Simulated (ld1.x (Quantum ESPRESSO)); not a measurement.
Te: PAW pseudisation with revPBE, non-relativistic reference atom.

ld1.x (Quantum ESPRESSO) 7.5 input, shortened:

```
&input
   title='Te', zed=52., rel=0, dft='REVPBE', iswitch=3,
   config='[Kr] 4d10 5s2 5p3'
 /
 &inputp
   pseudotype=3, lpaw=.true., tm=.true., lloc=-1, rcloc=1.80,
   nlcc=.true., new_core_ps=.true., rcore=0.55,
   which_augfun='BESSEL', rmatch_augfun=0.80
 /
6
5S  1  0   2.00   0.00  0.70  0.80  0.0
5S  1  0   0.00  -0.90  0.70  0.80  0.0
5P  2  1   3.00   0.00  2.15  2.30  0.0
5P  2  1   0.00   0.15  2.15  2.30  0.0
4D  3  2  10.00   0.00  1.25  1.35  0.0
4D  3  2   0.00  -2.85  1.25  1.35  0.0
 &test
   configts(1)='4d10 5s2 5p3'
 /
```

Question: Is a potential produced?

Answer: No. ld1.x (Quantum ESPRESSO) 7.5 stopped with "run_pseudo: Errors in PS-KS equation": the pseudo-atom solver did not find the valence states with the expected number of nodes, which is the usual sign of a ghost state. The 5s radius of 0.80 bohr lies inside the outermost node of the all-electron wave at 0.95 bohr. Before that it printed "Warning: n=1, l=0 expected 0 nodes, found 1".
